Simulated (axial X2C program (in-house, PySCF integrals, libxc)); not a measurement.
# Curves of PtCN from open-shell CI on d9 s0 p(π)0

Calculated with an axial X2C code built on PySCF integrals: two-component X2C with atomic mean-field Coulomb and Gaunt terms, basis Pt dyall-v4z, C dyall-v4z, N dyall-v4z (cores contracted in-house). Orbitals come from Hartree–Fock averaged over the configuration Pt d9 s0 p(π)0; CI then distributes these electrons over the d, s, p(π) shells of Pt.

Scan along the Pt–C bond with CN moving as one mass, its bond held at 1.160 Å; masses Pt 194.965 u, C 12.000 u, N 14.003 u. Energies in cm⁻¹ from the lowest point; levels are followed by energy order within each Ω. Lowest level at 1.981 Å: 100% d9.

```json
{"R (Å)": "1.912", "(1)Ω=5/2": "119", "(1)Ω=1/2": "1041", "(1)Ω=3/2": "2978", "(2)Ω=3/2": "11133", "(2)Ω=1/2": "11594"}
{"R (Å)": "1.981", "(1)Ω=5/2": "0", "(1)Ω=1/2": "765", "(1)Ω=3/2": "2536", "(2)Ω=3/2": "10804", "(2)Ω=1/2": "11213"}
{"R (Å)": "2.060", "(1)Ω=5/2": "607", "(1)Ω=1/2": "1173", "(1)Ω=3/2": "2780", "(2)Ω=3/2": "11191", "(2)Ω=1/2": "11509"}
{"R (Å)": "2.139", "(1)Ω=5/2": "1764", "(1)Ω=1/2": "2128", "(1)Ω=3/2": "3592", "(2)Ω=3/2": "12155", "(2)Ω=1/2": "12366"}
{"R (Å)": "2.229", "(1)Ω=5/2": "3511", "(1)Ω=1/2": "3661", "(1)Ω=3/2": "4980", "(2)Ω=3/2": "13717", "(2)Ω=1/2": "13804"}
{"R (Å)": "2.338", "(1)Ω=5/2": "5972", "(1)Ω=1/2": "5897", "(1)Ω=3/2": "7061", "(2)Ω=3/2": "15998", "(2)Ω=1/2": "15947"}
```

(1) Fit the curves (1)Ω=5/2, (1)Ω=1/2, (1)Ω=3/2, (2)Ω=3/2, (2)Ω=1/2 near their minima.

There is no dynamic correlation: spin–orbit spacings and, for f shells, spacings inside one term are the most reliable numbers, splittings between terms come out too wide, and energies between configurations are not reliable, so the lowest level need not be the ground state of the molecule. For d shells the ligand-field splittings (σ, π, δ) and their order can be off by a thousand cm⁻¹ or more. At most 4 roots were kept for each Ω > 0 (twice that for Ω = 0) within 3.2 eV of the lowest, so higher up levels can be missing between those listed; levels with Ω > 0 are doubly degenerate and listed once, Ω = 0 levels singly. Some active spinors are only partly of the character that their shell is named for, so the shell names and counts are nominal. States that fill the shells left empty in the average are placed too high. The molecule was held linear; bending was not examined.

Results:

(1) From the open-shell CI curves, Te from the lowest:

```tsv
level	Te (cm⁻¹)	Re (Å)	ωe (cm⁻¹)
(1)Ω=5/2	0	1.957	458.8
(1)Ω=1/2	801	1.975	434.1
(1)Ω=3/2	2566	1.993	424.8
(2)Ω=3/2	10842	1.979	442.0
(2)Ω=1/2	11250	1.987	425.3
```

Without dynamic correlation distances can be off by several hundredths of an Å (long for ionic bonds, short for multiple bonds) and the wavenumbers are rough.
